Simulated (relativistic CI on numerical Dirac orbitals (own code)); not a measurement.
**Electric-dipole lines of W25+**

Computed by Dirac-Coulomb-Breit CI, separate exchange-only KLI orbitals for each configuration, model QED (radiative potential, 1s self-energy scaled to tabulated hydrogen-like ionisation energies), unscaled Slater integrals (own radial code, finite nucleus).

Configuration list (outside the closed core [Ar] 3d10): 4s²4p⁶4d¹⁰4f³, 4s²4p⁶4d¹⁰4f²5s, 4s²4p⁶4d⁹4f⁴, 4s²4p⁶4d¹⁰4f5s², 4s²4p⁶4d¹⁰4f²5p, 4s²4p⁶4d¹⁰4f5s5p, 4s²4p⁶4d¹⁰4f²5d, 4s²4p⁶4d¹⁰4f5p², 4s²4p⁵4d¹⁰4f⁴, 4s²4p⁶4d¹⁰4f5s5d, 4s²4p⁶4d¹⁰4f5p5d, 4s²4p⁶4d⁹4f²5s², 4s²4p⁶4d⁹4f³5s, 4s²4p⁶4d¹⁰4f²5f, 4s4p⁶4d¹⁰4f⁴, 4s²4p⁶4d⁹4f²5s5p, 4s²4p⁶4d¹⁰4f5d², 4s²4p⁶4d¹⁰4f²6s, 4s²4p⁶4d⁹4f³5p, 4s²4p⁶4d¹⁰4f²5g, 4s²4p⁶4d¹⁰4f²6p, 4s²4p⁶4d¹⁰4f²6d, 4s²4p⁵4d¹⁰4f²5s², 4s²4p⁶4d⁸4f³5s², 4s²4p⁶4d¹⁰4f²6f, 4s²4p⁶4d¹⁰4f²7s, 4s²4p⁵4d¹⁰4f²5s5p, 4s²4p⁶4d¹⁰4f²7p, 4s4p⁶4d¹⁰4f²5s². Levels of other configurations are missing.

| λ vac (nm) | Lower | Upper | A (s⁻¹) | gf | Branching (%) |
| --- | --- | --- | --- | --- | --- |
| 5.8710 | 4s²4p⁶4d¹⁰4f³ ⁴I°13/2 [3] | 4s²4p⁶4d⁹4f⁴ ²K15/2 [398] | 5.44e+10 | 4.50e-01 | 84.5 |
| 17.388 | 4s²4p⁶4d¹⁰4f²5s ²I11/2 [61] | 4s²4p⁶4d¹⁰4f²5p ²H°9/2 [130] | 6.38e+10 | 2.89e+00 | 97.7 |
| 17.652 | 4s²4p⁶4d¹⁰4f²5s ²I13/2 [60] | 4s²4p⁶4d¹⁰4f²5p ²K°15/2 [128] | 6.42e+10 | 4.80e+00 | 99.9 |
| 17.689 | 4s²4p⁶4d¹⁰4f²5s ⁴H7/2 [42] | 4s²4p⁶4d¹⁰4f²5p ⁴G°5/2 [93] | 5.69e+10 | 1.60e+00 | 92.5 |
| 17.870 | 4s²4p⁶4d¹⁰4f²5s ²D5/2 [56] | 4s²4p⁶4d¹⁰4f²5p ²F°7/2 [121] | 4.55e+10 | 1.74e+00 | 72.8 |
| 17.879 | 4s²4p⁶4d¹⁰4f²5s ⁴H13/2 [50] | 4s²4p⁶4d¹⁰4f²5p ⁴I°15/2 [110] | 6.14e+10 | 4.71e+00 | 99.9 |
| 17.882 | 4s²4p⁶4d¹⁰4f²5s ⁴F5/2 [45] | 4s²4p⁶4d¹⁰4f²5p ⁴G°7/2 [99] | 3.89e+10 | 1.49e+00 | 63.9 |
| 17.887 | 4s²4p⁶4d¹⁰4f²5s ⁴H13/2 [50] | 4s²4p⁶4d¹⁰4f²5p ²I°13/2 [109] | 2.62e+10 | 1.76e+00 | 43.4 |
| 17.914 | 4s²4p⁶4d¹⁰4f²5s ⁴H9/2 [43] | 4s²4p⁶4d¹⁰4f²5p ⁴I°11/2 [92] | 5.20e+10 | 3.00e+00 | 86.8 |
| 17.935 | 4s²4p⁶4d¹⁰4f²5s ⁴H11/2 [46] | 4s²4p⁶4d¹⁰4f²5p ⁴I°13/2 [100] | 5.34e+10 | 3.61e+00 | 88.9 |
| 17.943 | 4s²4p⁶4d¹⁰4f²5s ⁴P5/2 [63] | 4s²4p⁶4d¹⁰4f²5p ⁴D°7/2 [129] | 5.52e+10 | 2.13e+00 | 89.5 |
| 18.016 | 4s²4p⁶4d¹⁰4f²5s ⁴F9/2 [54] | 4s²4p⁶4d¹⁰4f²5p ²H°11/2 [114] | 5.60e+10 | 3.27e+00 | 93.4 |
| 18.147 | 4s²4p⁶4d¹⁰4f²5s ²I11/2 [61] | 4s²4p⁶4d¹⁰4f²5p ²H°11/2 [124] | 3.35e+10 | 1.98e+00 | 56.9 |
| 18.161 | 4s²4p⁶4d¹⁰4f²5s ⁴H7/2 [42] | 4s²4p⁶4d¹⁰4f²5p ⁴H°7/2 [90] | 3.51e+10 | 1.39e+00 | 62.2 |
| 18.195 | 4s²4p⁶4d¹⁰4f²5s ²H9/2 [47] | 4s²4p⁶4d¹⁰4f²5p ²I°11/2 [97] | 2.89e+10 | 1.72e+00 | 49.1 |
| 18.233 | 4s²4p⁶4d¹⁰4f²5s ⁴F9/2 [49] | 4s²4p⁶4d¹⁰4f²5p ⁴G°11/2 [101] | 3.28e+10 | 1.96e+00 | 57.0 |
| 18.240 | 4s²4p⁶4d¹⁰4f²5s ²H11/2 [53] | 4s²4p⁶4d¹⁰4f²5p ²I°13/2 [109] | 2.80e+10 | 1.95e+00 | 46.2 |
| 18.320 | 4s²4p⁶4d¹⁰4f²5s ⁴H9/2 [43] | 4s²4p⁶4d¹⁰4f²5p ⁴H°9/2 [91] | 3.01e+10 | 1.52e+00 | 52.5 |
| 18.503 | 4s²4p⁶4d¹⁰4f²5s ²I13/2 [60] | 4s²4p⁶4d¹⁰4f²5p ²I°13/2 [120] | 2.92e+10 | 2.10e+00 | 52.4 |
| 18.522 | 4s²4p⁶4d¹⁰4f²5s ²I11/2 [61] | 4s²4p⁶4d¹⁰4f²5p ²I°13/2 [120] | 2.64e+10 | 1.90e+00 | 47.3 |

Terms are leading LS components. Brackets give the number of a level in order of energy, since labels repeat. The list gives strong lines, with weight on those to low levels, without lines whose two gauges differ by over a factor of 2.5, among the lowest 400 of 9879 levels, so that lines to higher ones, which can be the strongest, are missing. Levels whose partners in the same complex of configurations lie outside the list can be far off, and so can their lines. Rates are taken at the computed energies, electric ones in the length gauge.

At this charge energies of transitions that change n are usually good to better than 1 %, and those within a shell (Δn = 0) to a few per cent. Terms inside the open d or f shell come out 10 to 20 % too wide with unscaled integrals.

LS names give the leading component of a level, which can be under half, so a name can repeat, a term be missing and a line seem to break the LS rules.
